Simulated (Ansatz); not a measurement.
Frontier orbitals of `Cl[B](Cl)[GeH3]`.

The species carries charge 0 and has multiplicity 1. Correlated methods include outer-core shells of Ge, which these sets cover unevenly. Scalar relativity is left out up to krypton. The structure was optimised at the PBE0-D4/def2-TZVP level. Basis def2-TZVPP, the Gaussian-basis code of Ansatz.

Orbital energies of one run (eV). Highest occupied ones, from the top: -7.06, -7.80, -8.35, -8.42, -8.47, -9.65, -9.69, -10.85, -12.49, -14.22, -20.92, -21.83, -29.53, -29.53. Empty: -3.00, -0.07, 0.23, 0.39, 1.01, 1.39.

Q: Which functional gave them?
A. BHLYP
B. PBE
C. B3LYP
D. ωB97M-V

A: B. HOMO energies: PBE -7.06, BHLYP -9.41, ωB97M-V -10.39, B3LYP -8.07 eV.

B3LYP here is the variant with VWN-RPA as its local correlation; programs differ in this.
